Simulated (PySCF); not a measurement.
Computed with PBE-D3(BJ)/def2-TZVP // BP86-D3(BJ)/def2-SVP (PySCF). Isolated molecules, 0 K electronic values unless said otherwise. 

Reference species: [Ti(Br)4] (neutral, multiplicity 1).

- coordination number: 4
- LUMO: -4.54 eV

Changed species: [Ti(Cl)4] (0 of 4 Cl replaced by Br; the reference has 4 of 4 Cl replaced by Br).

Problem. What does the change do to the coordination number and LUMO?

Solution. the coordination number stays essentially unchanged; the LUMO falls by 0.08 eV, to -4.62 eV.
